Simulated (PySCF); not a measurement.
First SCF of a structure search on doublet NbO₂, at a hand-made bent geometry. PySCF input:

```python
from pyscf import gto, scf, dft
mol = gto.M(atom='''
Nb     0.000000     0.000000     0.000000
O      1.490900     0.000000     1.043900
O     -1.490900     0.000000     1.043900''',
    basis={'Nb': 'def2-TZVP', 'O': 'def2-TZVP'},
    ecp={'Nb': 'def2-TZVP'},
    charge=0, spin=1)
mf = dft.UKS(mol, xc='PBE0')
mf.grids.atom_grid = (50, 194)
aux = {'Nb': 'def2-universal-JKFIT', 'O': 'def2-universal-JKFIT'}
mf = mf.density_fit(auxbasis=aux)
mf.conv_tol = 1e-08
mf.diis_space = 10
mf.max_cycle = 60
mf.init_guess = 'minao'
mf.verbose = 4
mf.kernel()
```

Excerpt of the output (cycles alone):

```
init E= -200.95574685408
cycle= 1 E= -206.513642632928  delta_E= -5.56  |g|= 1.43  |ddm|= 3.23
cycle= 2 E= -205.392858859304  delta_E= 1.12  |g|= 1.91  |ddm|= 2.99
cycle= 3 E= -206.872025878378  delta_E= -1.48  |g|= 1.12  |ddm|= 2.72
cycle= 4 E= -207.325553943962  delta_E= -0.454  |g|= 0.147  |ddm|= 0.598
cycle= 5 E= -207.334563463887  delta_E= -0.00901  |g|= 0.0693  |ddm|= 0.195
cycle= 6 E= -207.336608393097  delta_E= -0.00204  |g|= 0.0109  |ddm|= 0.0488
cycle= 7 E= -207.33677414228  delta_E= -0.000166  |g|= 0.00478  |ddm|= 0.0249
cycle= 8 E= -207.336875946885  delta_E= -0.000102  |g|= 0.00284  |ddm|= 0.0199
cycle= 9 E= -207.33694276123  delta_E= -6.68e-05  |g|= 0.00229  |ddm|= 0.0224
cycle= 10 E= -207.336957329182  delta_E= -1.46e-05  |g|= 0.000509  |ddm|= 0.0113
cycle= 11 E= -207.336957855416  delta_E= -5.26e-07  |g|= 0.000269  |ddm|= 0.00184
cycle= 12 E= -207.336957931134  delta_E= -7.57e-08  |g|= 7.25e-05  |ddm|= 0.000548
cycle= 13 E= -207.336957954124  delta_E= -2.3e-08  |g|= 3.05e-05  |ddm|= 0.000504
cycle= 14 E= -207.336957958372  delta_E= -4.25e-09  |g|= 1.48e-05  |ddm|= 0.000236
Extra cycle  E= -207.336957958607  delta_E= -2.35e-10  |g|= 3.01e-05  |ddm|= 5.72e-05
converged SCF energy = -207.336957958607  <S^2> = 0.77638178  2S+1 = 2.02621
```

No lower solution of this spin was found from smeared starts or by a stability analysis within the unrestricted form.

Other spin states or occupations of the open shell can lie lower.

The search for the lowest solution, 3 starts and the stability check together, took 8.8 s on 4 threads of a shared Arm Neoverse V2 host, with 102 basis functions; the process peaked at 0.4 GiB. Launch command: `OMP_NUM_THREADS=4 python axn.py task.json out`.
